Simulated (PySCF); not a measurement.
Isomers of C8H12SSi, one GFN2-xTB conformer each. Single-point energies are computed at PBE0/pcSseg-1 (PySCF, gas phase, no added dispersion term), electronic only.

| SMILES | GFN2-xTB relative energy (kcal/mol) |
| --- | --- |
| CC(=S)CC1=C[SiH2]C=CC1 | 10.3 |
| CC(=S)C1=C[SiH2]CC=CC1 | 9.5 |
| CC(=S)C1=C[SiH2]C=CCC1 | 11.8 |
| CC(=S)C1=C[SiH2][C@H]2C[C@@H]1C2 | 0.0 |

Conformers: `[CH3:1][C:2](=[S:3])[CH2:4][C:5]1=[CH:6][SiH2:7][CH:8]=[CH:9][CH2:10]1` with C1–C2–C4–C5 85°, C2–C4–C5–C6 -96°, C5–C6–Si7–C8 -10°, C6–Si7–C8–C9 10°, C8–C9–C10–C5 -14°, C4–C5–C10–C9 -164°; `[CH3:1][C:2](=[S:3])[C:4]1=[CH:5][SiH2:6][CH2:7][CH:8]=[CH:9][CH2:10]1` with C1–C2–C4–C5 20°, C4–C5–Si6–C7 -13°, C5–Si6–C7–C8 -37°, Si6–C7–C8–C9 63°, C8–C9–C10–C4 -84°; `[CH3:1][C:2](=[S:3])[C:4]1=[CH:5][SiH2:6][CH:7]=[CH:8][CH2:9][CH2:10]1` with C1–C2–C4–C5 -170°, C4–C5–Si6–C7 -45°, C5–Si6–C7–C8 25°, C7–C8–C9–C10 19°, C8–C9–C10–C4 -83°; `[CH3:1][C:2](=[S:3])[C:4]1=[CH:5][SiH2:6][C@H:7]2[CH2:8][C@@H:9]1[CH2:10]2` with C1–C2–C4–C5 2°.

Question: What does PBE0/pcSseg-1 give for the same structures?

Answer: 
```
                          SMILES  PBE0/pcSseg-1 E (Eh)  PBE0/pcSseg-1 (kcal/mol)  GFN2-xTB (kcal/mol)  point group
          CC(=S)CC1=C[SiH2]C=CC1            -999.00441                       0.0                 10.3           C1
          CC(=S)C1=C[SiH2]CC=CC1            -999.00174                       1.7                  9.5           C1
CC(=S)C1=C[SiH2][C@H]2C[C@@H]1C2            -998.99640                       5.0                  0.0      near Cs
          CC(=S)C1=C[SiH2]C=CCC1            -998.99634                       5.1                 11.8           C1
```

GFN2-xTB puts CC(=S)C1=C[SiH2][C@H]2C[C@@H]1C2 lowest instead; measured from each level's own lowest isomer, the values differ by up to 10.3 kcal/mol (CC(=S)CC1=C[SiH2]C=CC1: 10.3 against 0.0). Neighbours under 2.5 kcal/mol apart (CC(=S)CC1=C[SiH2]C=CC1 and CC(=S)C1=C[SiH2]CC=CC1; CC(=S)C1=C[SiH2][C@H]2C[C@@H]1C2 and CC(=S)C1=C[SiH2]C=CCC1) can change places with a better method, another conformer or zero-point energy.

Question: Which frontier levels, dipoles and rotational constants go with these structures?

Answer: 
```tsv
SMILES	HOMO (eV, PBE0/pcSseg-1)	LUMO (eV)	dipole (D)	A, B, C (MHz)
CC(=S)CC1=C[SiH2]C=CC1	-6.33	-2.13	1.78	1825, 576.8, 495.8
CC(=S)C1=C[SiH2]CC=CC1	-6.36	-2.70	2.54	1821, 640.6, 498.8
CC(=S)C1=C[SiH2][C@H]2C[C@@H]1C2	-6.26	-2.71	2.42	1898, 694.9, 557.2
CC(=S)C1=C[SiH2]C=CCC1	-6.23	-2.68	3.44	1684, 649.8, 504.2
```
